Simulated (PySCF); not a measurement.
**Spin states and ions at one geometry of [Bi(SH)4]−**

PySCF 2.14.0, RKS PBE0, Bi def2-SVP with ECP60, S def2-SVP, H def2-SVP; non-relativistic Hamiltonian with scalar-relativistic core potentials where named; density fitting; no spin-orbit coupling; singlets restricted, open shells unrestricted. The geometry is relaxed for charge -1, singlet, vacuum:

```xyz
9

Bi   -0.6404    0.0170   -0.0886
S    -0.1453   -1.0742    2.3464
H     0.8709   -0.2028    2.5255
S     0.8571   -1.0576   -2.1710
H     0.1647   -2.2172   -2.0968
S     1.3621    1.6134    0.1711
H     2.1928    0.7090   -0.3986
S    -2.2009    2.2830   -0.0840
H    -1.1354    3.1046   -0.2041
```

Energies count from the relaxed state; an electron taken off or put on is at rest in vacuum. Charges and spins are Mulliken's.

| state | energy (eV) | spin squared | charge on Bi1 (e) | spin on Bi1 (e) | dipole about the centre of mass (D) |
| --- | --- | --- | --- | --- | --- |
| charge -1, singlet, vacuum | 0.00 | 0.00 | 0.65 | 0.00 | 1.70 |
| charge -1, triplet, vacuum | 2.97 | 2.02 | 0.33 | 0.63 | 2.17 |

**Question.** What does the state charge 0, doublet, vacuum give?

**Answer.** energy (eV) 3.48, spin squared 0.78, charge on Bi1 (e) 0.66, spin on Bi1 (e) -0.10, dipole about the centre of mass (D) 1.54.

With an electron taken off (doublet) the charges change, summed by element, by Bi +0.01 e, S +0.79 e, H +0.19 e. The vertical ionisation energy is 3.48 eV, against −ε(HOMO) = 1.84 eV of the relaxed state. The level lies 1.6 eV too high, as is usual for semilocal functionals and global hybrids, which keep a self-interaction error.

Open shells may have lower solutions than those found.

No frequency check is given that shows the relaxed geometry to be a minimum.
